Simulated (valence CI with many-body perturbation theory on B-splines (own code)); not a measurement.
The numbers below are computed, except where a source is named.
Xe XLI: magnetic and hyperfine properties of the levels

Level of theory: configuration interaction combined with many-body perturbation theory (CI+MBPT): four valence electrons over a frozen Dirac-Fock core [Ne], a basis of 11 s, 11 p, 9 d, 7 f, 5 g, 2 h, 1 i functions for each j, with the one-electron correlation potential Σ1, the two-electron term Σ2, the three-electron term Σ3, Breit, model QED; selected CI, second order for the rest (own B-spline code, finite nucleus).

The last digits are not significant, and no measured levels were compared; by estimate large intervals hold to a few tenths of a per cent, small ones and those within an open d or f shell to about a per cent.

A/g_I is the dipole constant over the nuclear g factor μ/I (μ in nuclear magnetons, uniformly magnetised nucleus), B/Q the quadrupole constant per barn. Both hold the static response of the core; the bare values leave it out. Large factors of s and p1/2 electrons are usually good to 5 to 10 %; those of open d and f shells near neutrality can be off by tens of per cent, and small factors of p3/2, d and f electrons come from cancelling terms and can be off by a factor of two or in sign, in half-filled shells by more. B is blank for J = 1/2, where it vanishes, and for nearly pure S terms. Energies count from the lowest level. Levels with J = 0 are left out.

Levels are named by their leading jj configuration (3d3/2^4 stands for four electrons in 3d with j = 3/2), which in mixed levels can hold well under half, so a name can repeat and another be missing. Letters in brackets count levels of one name in rising energy.

```csv
Level,E (eV),g,A/g_I (MHz),A/g_I bare,B/Q (MHz/b),B/Q bare
(3s^2 3p1/2 3p3/2) J=1,73.83,1.495,-25400,-22900,67500,66300
(3s^2 3p1/2 3p3/2) J=2,80.23,1.190,167000,164000,108000,106000
(3s^2 3p3/2^2) J=2,158.68,1.298,74300,73900,26800,26300
(3s 3p1/2^2 3p3/2) J=2,175.77,1.620,393000,385000,106000,104000
(3s 3p1/2^2 3p3/2) J=1,195.61,0.966,-229000,-221000,91500,89900
(3s^2 3p1/2 3d3/2) J=2,220.75,0.772,137000,136000,20200,21100
(3s 3p1/2 3p3/2^2) J=2 [a],237.78,1.474,171000,169000,23500,23500
(3s^2 3p1/2 3d5/2) J=3,245.45,1.206,177000,174000,-17900,-16400
(3s^2 3p1/2 3d3/2) J=1,247.43,0.908,-99300,-94400,12200,12500
(3s^2 3p1/2 3d5/2) J=2,261.32,1.253,43900,44500,54300,54100
(3s 3p1/2 3p3/2^2) J=3,263.99,1.223,255000,249000,48700,48400
(3s 3p1/2 3p3/2^2) J=1 [a],276.09,1.246,379000,370000,-106000,-104000
(3s 3p1/2 3p3/2^2) J=2 [b],279.95,1.132,73800,73700,-11100,-10800
(3s 3p1/2 3p3/2^2) J=1 [b],286.53,1.382,122000,121000,51600,50800
(3s^2 3p3/2 3d3/2) J=2,320.44,1.060,51200,51300,-60600,-58900
(3s^2 3p3/2 3d5/2) J=2,320.85,1.310,90100,90000,-54900,-54100
(3s^2 3p3/2 3d3/2) J=3,320.94,1.148,66500,66700,104000,103000
(3s^2 3p3/2 3d3/2) J=1,321.02,1.147,77000,77000,-58800,-58300
(3s^2 3p3/2 3d5/2) J=4,321.67,1.244,36200,36900,165000,164000
(3s 3p1/2^2 3d3/2) J=1,324.84,0.359,-292000,-283000,9390,9860
(3s 3p1/2^2 3d3/2) J=2,328.69,1.183,321000,314000,20900,21600
(3s^2 3p3/2 3d5/2) J=3,346.91,1.148,44500,44700,36900,37600
(3s^2 3p3/2 3d5/2) J=1,350.09,1.151,-43600,-40600,12000,12200
(3s 3p1/2^2 3d5/2) J=3,350.42,1.376,232000,228000,22900,24100
(3s 3p1/2^2 3d5/2) J=2,357.70,1.096,-120000,-114000,-19200,-17600
(3s 3p3/2^3) J=2,360.37,1.331,324000,317000,-119000,-117000
(3s 3p3/2^3) J=1,377.99,1.157,-222000,-213000,-30600,-30000
(3s 3p1/2 3p3/2 3d3/2) J=2 [a],382.55,1.087,55000,55300,30400,30100
(3s 3p1/2 3p3/2 3d3/2) J=1 [a],389.23,1.217,187000,185000,-64700,-64100
(3s 3p1/2 3p3/2 3d3/2) J=3 [a],392.12,1.182,223000,219000,48.3,432
(3s 3p1/2 3p3/2 3d3/2) J=2 [b],392.81,1.200,144000,142000,-32700,-32300
(3s 3p1/2 3p3/2 3d3/2) J=4,400.81,1.240,244000,240000,53400,53400
(3s 3p1/2 3p3/2 3d5/2) J=4 [a],405.62,1.391,169000,166000,163000,162000
(3s 3p1/2 3p3/2 3d3/2) J=2 [c],411.35,0.905,91100,90000,-38400,-37300
```

Question: Take the isotope of mass number 131, with I = 3/2, μ = 0.69185 μN and Q = -0.114 b. What is the hyperfine structure of (3s^2 3p1/2 3p3/2) J=2?

Answer: From the table A = 77000 MHz, B = -12300 MHz. Shifts from the centre of gravity in MHz: F = 1/2: -357000, F = 3/2: -231000, F = 5/2: -30800, F = 7/2: 228000.
